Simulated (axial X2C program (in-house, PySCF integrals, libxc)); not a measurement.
## Excited states of CdCl⁺ by EOM-EE-CCSD

Computed with an axial X2C code built on PySCF integrals: two-component X2C with atomic mean-field Coulomb and Gaunt terms, Gaussian nuclei, basis Cd dyall-acv3z, Cl dyall-av3z with contracted cores.

R = 2.245 Å (near the PBE0 minimum at charge 1 of the determinant lowest at the starting distance; the state shown can have its own minimum elsewhere).

Hartree–Fock spinors of CdCl⁺ (one of each Kramers pair; a window near the gap, which can cut inner shells):

```json
{"ω": "3/2", "occupied": "yes", "ε (eV)": "-28.82", "character": "99% Cd d"}
{"ω": "5/2", "occupied": "yes", "ε (eV)": "-28.79", "character": "100% Cd d"}
{"ω": "1/2", "occupied": "yes", "ε (eV)": "-28.66", "character": "92% Cd d, 5% Cl s"}
{"ω": "1/2", "occupied": "yes", "ε (eV)": "-18.22", "character": "74% Cl p, 16% Cd s, 4% Cd p"}
{"ω": "1/2", "occupied": "yes", "ε (eV)": "-17.20", "character": "91% Cl p, 4% Cd d, 4% Cd p"}
{"ω": "3/2", "occupied": "yes", "ε (eV)": "-17.11", "character": "91% Cl p, 4% Cd d, 3% Cd p"}
{"ω": "1/2", "occupied": "no", "ε (eV)": "-7.47", "character": "54% Cd s, 29% Cd p, 11% Cl p"}
{"ω": "1/2", "occupied": "no", "ε (eV)": "-4.04", "character": "82% Cd p, 8% Cd d, 5% Cl p"}
{"ω": "3/2", "occupied": "no", "ε (eV)": "-3.95", "character": "82% Cd p, 8% Cd d, 5% Cl p"}
{"ω": "1/2", "occupied": "no", "ε (eV)": "-2.59", "character": "60% Cd p, 22% Cd s, 13% Cd d"}
{"ω": "1/2", "occupied": "no", "ε (eV)": "-2.31", "character": "68% Cd s, 15% Cd d, 12% Cd p"}
{"ω": "1/2", "occupied": "no", "ε (eV)": "-1.62", "character": "98% Cd p"}
```

Vertical excitation energies from the closed-shell determinant state of CdCl⁺:

```
 Ω  excitation (eV)   cm⁻¹  hole of the leading pair     particle of the leading pair  weight of the pair (for Ω = 0 its time-reversed partner can hold as much again)  singles weight
 2            2.530  20403                 90% Cl pπ  57% Cd sσ, 18% Cd pσ, 16% Cl pσ                                                                             0.93            0.93
 1            2.562  20664                 90% Cl pπ  57% Cd sσ, 18% Cd pσ, 15% Cl pσ                                                                             0.62            0.93
0⁻            2.608  21032                 90% Cl pπ  57% Cd sσ, 18% Cd pσ, 16% Cl pσ                                                                             0.46            0.93
0⁺            2.608  21037                 90% Cl pπ  57% Cd sσ, 18% Cd pσ, 16% Cl pσ                                                                             0.46            0.93
 1            2.797  22563                 90% Cl pπ  57% Cd sσ, 19% Cd pσ, 15% Cl pσ                                                                             0.61            0.92
0⁻            3.492  28165      73% Cl pσ, 16% Cd sσ  57% Cd sσ, 18% Cd pσ, 16% Cl pσ                                                                             0.47            0.95
 1            3.492  28167      73% Cl pσ, 16% Cd sσ  57% Cd sσ, 18% Cd pσ, 16% Cl pσ                                                                             0.95            0.95
0⁺            4.790  38635      72% Cl pσ, 16% Cd sσ  55% Cd sσ, 26% Cd pσ, 12% Cl pσ                                                                             0.42            0.91
 1            6.607  53288                 91% Cl pπ   80% Cd pπ, 10% Cl dπ, 8% Cl pπ                                                                             0.78            0.92
0⁻            6.653  53659                 91% Cl pπ   80% Cd pπ, 10% Cl dπ, 8% Cl pπ                                                                             0.35            0.92
```

This point took 91 s on 1 thread of Arm Neoverse N1 (shared host).

Reference electrons by ω block (each with its −ω partner): 1/2: 21, 3/2: 9, 5/2: 2. 18 electrons of CdCl⁺ correlated (inner shells frozen), 84 natural virtual spinors (a truncated set); levels can be off by some tenths of an eV. Roots sought by Ω: (0: 5, 1: 4, 2: 3, 3: 1); rows need 60 % singles weight and stop where some Ω has no more roots. Missing are any skipped roots, higher Ω and states of a further excitation; these come out far too high here and may in truth be low or lowest. T1 of the reference 0.023 (Lee–Taylor). Number of frozen shells: Cd 4 s, 3 p, 1 d; Cl 2 s, 1 p.
